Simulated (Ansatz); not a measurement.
A run for Ansatz (an electronic-structure program): R-CCSD(T)/def2-SVP on HIPbS (SMILES [SH][Pb][I]), a point of a torsion scan. Elements past Kr take the def2 small-core potentials; no spin–orbit coupling. The run froze 23 orbitals, filled d shells among them.

Ansatz 0.2 input:
```yaml
crystal:
  periodic: [false, false, false]
  atoms:
    - {symbol: S, position_ang: [-1.64825774, 0.37046038, -0.26043897]}
    - {symbol: Pb, position_ang: [0.73177012, 1.30294739, -0.43712671]}
    - {symbol: I, position_ang: [2.00217722, -0.65736050, -1.85091539]}
    - {symbol: H, position_ang: [-1.40672189, -0.76702145, 0.36905659]}
basis:
  gaussian:
    orbitals: def2-SVP
magnetization: {spin_polarized: false}
correlation: {method: ccsd_t, electrons: outside_noble_gas}
scf: {lower_state_search: off}
```

It printed:

```
WARN ansatz: RAYON_NUM_THREADS=1 ignored (pool sized by the plan → 1); use --threads N
Functional definition: HF
these checks for a lower state are left out or cut short: stability, starts, cluster_reference, orbital_swaps, neighbouring_geometries, increment
integrals: 0.07 GiB planned
894 factors; integrals over basis functions are off by at most 6.2e-4 eV
mean field: 0.24 GiB planned
mean field evaluation 1: about -24123.0008 eV, gradient 1.8e1 eV
mean field evaluation 2: about -24123.0726 eV, gradient 1.8e1 eV
mean field evaluation 4: about -24124.4440 eV, gradient 1.6e0 eV
mean field evaluation 8: about -24124.4684 eV, gradient 1.4e-1 eV
mean field -24124.46865615 eV, -886.5578709613 hartree, gradient 9.6e-6 eV, S^2 0.000000; 0 other end points of the search recorded, 0 dependent functions left out
23 core orbitals not correlated
reference -24124.46865615 eV, -886.5578709613 hartree; 9, 9 occupied and 43, 43 virtual orbitals, 894 factors
second order -7.68616821 eV of doubles, -0.00000000 eV of singles
coupled cluster: 0.13 GiB planned
cycle   1  -8.27913930 eV  change   -5.9e-1 eV  update   8.3e-2
cycle   2  -8.50408940 eV  change   -2.2e-1 eV  update   2.7e-2
cycle   3  -8.55706869 eV  change   -5.3e-2 eV  update   1.7e-2
cycle   4  -8.55361310 eV  change    3.5e-3 eV  update   5.9e-3
cycle   5  -8.55197566 eV  change    1.6e-3 eV  update   2.7e-3
cycle   6  -8.55203864 eV  change   -6.3e-5 eV  update   1.1e-3
cycle   7  -8.55215563 eV  change   -1.2e-4 eV  update   5.0e-4
cycle   8  -8.55229622 eV  change   -1.4e-4 eV  update   2.0e-4
cycle   9  -8.55229062 eV  change    5.6e-6 eV  update   1.0e-4
cycle  10  -8.55227207 eV  change    1.9e-5 eV  update   3.6e-5
cycle  11  -8.55227888 eV  change   -6.8e-6 eV  update   1.4e-5
perturbative correction -0.25622039 eV, -0.0094159256 hartree
Total energy: -24133.27715542 eV, -886.8815773389 hartree
Checks for a lower state left out: stability, starts, cluster_reference, orbital_swaps, neighbouring_geometries, increment
```

Self-consistency was reached.

Cost: about 2.7 core-seconds (a rough figure).
